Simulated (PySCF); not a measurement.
Be(Br)(SiH3) (BeBrH3Si), SMILES [SiH3][Be][Br].

Geometry: ωB97X-D3(BJ)/def2-TZVP.

Computed with PySCF with B3LYP/def2-TZVPD.

Question: Estimate the frontier levels, gap, dipole moment and polarisability. (Estimate from the structure and the level; the computed values follow.)

Answer: 
The highest occupied level comes out as -8.05 eV and the lowest empty level is -1.50 eV. The orbital gap comes out as 6.55 eV, the dipole moment is 0.11 D and the quadrupole, principal values (traceless, Buckingham form, about the centre of nuclear charge) is -5.32, 2.66, 2.66 D·Å. The mean static polarisability is 70.9 bohr³ (10.51 Å³). The polarisability, principal values is 60.6, 60.6, 91.6 bohr³.
